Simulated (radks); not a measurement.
Task: Coherent X-ray form factor from a spherical all-electron density. Method: non-relativistic Kohn-Sham, r2SCAN, spin-polarised, spherical densities, point nucleus; meta-GGA in the generalised Kohn-Sham scheme; computed with a radial shooting solver on a logarithmic mesh with Libxc functionals.

| sin(theta)/lambda (1/angstrom) | f0 (electrons) |
|---|---|
| 0.05 | 54.360 |
| 0.1 | 52.561 |
| 0.15 | 49.919 |
| 0.2 | 46.833 |
| 0.25 | 43.666 |
| 0.3 | 40.667 |
| 0.4 | 35.555 |
| 0.5 | 31.499 |
| 0.6 | 28.107 |
| 0.8 | 22.664 |
| 1 | 18.919 |
| 1.25 | 15.954 |
| 1.5 | 13.745 |
| 2 | 9.840 |

The species is in the configuration that NIST lists as its ground one. Which atom or ion scatters so?

Result: The praseodymium ion Pr4+, [Xe] 4f1. Extrapolating in s^2 from the first two rows gives f0(0) = 55.0, near the electron count 55; among species with that count, the fall with angle is slower the higher Z, and the table is that of Z = 59; from so few rows the species is fixed only to a neighbour or two.
